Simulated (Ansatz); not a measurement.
Ideal-gas functions of `B1C[AsH]1` at 298.15 K and 1 bar, from an Ansatz frequency run at PBE0-D4/def2-TZVP.

Molar mass 101.78 g/mol, point group C1 (symmetry number 1), electronic degeneracy 1, moments of inertia 23.1, 75.953, 91.737 u Å². Harmonic wavenumbers (cm⁻¹, unscaled): 353, 439, 499, 564, 634, 814, 867, 901, 925, 1130, 1394, 2162, 2723, 3124, 3196.

Use S(trans) = R[1.5 ln M + 2.5 ln T − 1.1517]; rotational temperatures θ = 24.2544 K / I; S(rot) = R[ln(√π/σ · √(T³/θAθBθC)) + 1.5]; for each mode x = 1.438777 ν̃/T, S = R[x/(eˣ − 1) − ln(1 − e⁻ˣ)] and H = RT x/(eˣ − 1); 1 cm⁻¹ = 0.0119627 kJ/mol; R = 8.31446 J/(mol·K).

**Question.** By hand: the entropy, in J/(mol·K).

**Answer.** Translation 166.5. Rotation: θ = 1.05, 0.3193, 0.2644 K, giving 98.4. Vibration, mode by mode: 4.82, 3.47, 2.76, 2.16, 1.65, 0.82, 0.67, 0.58, 0.53, 0.23, 0.08, 0.00, 0.00, 0.00, 0.00, in all 17.8. Electronic 0.0. Sum 282.7 J/(mol·K).

**Question.** By hand: H − E and G − E in kJ/mol, counted from the electronic energy.

**Answer.** Zero-point energy ½ × 19725 × 0.0119627 = 118.0; thermal vibration 3.8; translation, rotation and pV give 4 RT = 9.9. H − E = 131.7 kJ/mol, and G − E = 131.7 − 298.15 × 282.7/1000 = 47.4 kJ/mol.

Vibration gives 6 % of the entropy. The sum counts one conformer and one mirror image; others add a mixing term.
